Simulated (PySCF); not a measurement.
Harmonic spectrum computed at PBE in the def2-TZVP basis family (core potentials from Rb on, PySCF, no spin–orbit coupling):

```csv
symmetry,ω (cm⁻¹),IR (km/mol)
a1,353,19.7
a1,919,9.2
b2,958,99.1
```

**Question.** Which molecule gave it? In each, all ligands are bound to the one heavy central atom.
A. GeO₂ (singlet)
B. CaO₂ (triplet)
C. SO₂ (singlet)
D. SiO₂ (singlet)
E. SeO₂ (singlet)

**Answer.** E. It has C2v symmetry with Se–O 1.632 Å (×2).
